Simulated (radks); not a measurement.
Q: Dipole-allowed excitations along the series with 29 electrons in [Ar] 3d10 4s1. Method: non-relativistic Kohn-Sham, LB94 model potential, spin-polarised, spherical densities, point nucleus; open shells are filled with parallel spins first (spin-orbit coupling, left out, can overturn this in heavy ions); computed with a radial shooting solver on a logarithmic mesh with Libxc functionals. Time-dependent linear response with the Hartree and adiabatic LDA kernel, continuum included through the Sternheimer equations. Lines are the poles of the dipole polarisability below minus the highest occupied eigenvalue, found on a grid refined at the orbital gaps; the lowest seven at most are given, and weak or close lines can be missed. The first line takes the name of the lowest orbital gap if no other gap lies below it; otherwise a line is named after a gap within 0.6 % of it, if that gap stands alone.

| species | -e(HOMO) (eV) | lowest orbital gap (eV) | first line (eV) | f | static alpha (bohr^3) |
|---|---|---|---|---|---|
| Se5+ | 84.446 | 4s-4p 14.030 | 15.066 (4s-4p) | 0.740 | 2.843 |
| Kr7+ | 128.37 | 4s-4p 17.540 | 18.814 (4s-4p) | 0.702 | 1.707 |
| Rb8+ | 153.06 | 4s-4p 19.277 | 20.664 (4s-4p) | 0.683 | 1.370 |
| Sr9+ | 179.55 | 4s-4p 21.005 | 22.503 (4s-4p) | 0.665 | 1.119 |

Estimate the first line of Br6+, its oscillator strength and the static polarisability.

A: 16.950 eV (4s-4p), f = 0.722, alpha = 2.173 bohr^3.
